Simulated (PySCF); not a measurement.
UHF on Te²⁺ (tellurium, charge +2)

Configuration: [Kr] 4d10 5s1 5p3, high-spin 5S determinant (an excited configuration). All numbers are calculated (PySCF 2.14, a scalar-relativistic core potential, in aug-cc-pVQZ-PP with ECP28MDF (7s7p5d3f2g, 92 functions)).

```
Total energy             : -265.851251 hartree
One-electron energy      : -449.1149 hartree
Hartree (Coulomb) energy : 202.6827 hartree
Exchange energy          : -19.4191 hartree
⟨S²⟩                     : 6.0032
⟨L²⟩                     : 0.000
Sum of ⟨r⟩               : 25.20 bohr
Sum of ⟨r²⟩              : 39.21 bohr²
```

```tsv
shell	electrons	mean orbital energy (eV)	rms radius, mean of both spins (bohr)
4s α	1	-214.98	0.820
4s β	1	-213.73	0.820
4p α	3	-159.57	0.881
4p β	3	-158.63	0.881
4d α	5	-73.861	1.04
4d β	5	-73.012	1.04
5s α	1	-42.824	2.12
5p α	3	-28.945	2.45
```

Energies and moments cover only the electrons outside the core potential.
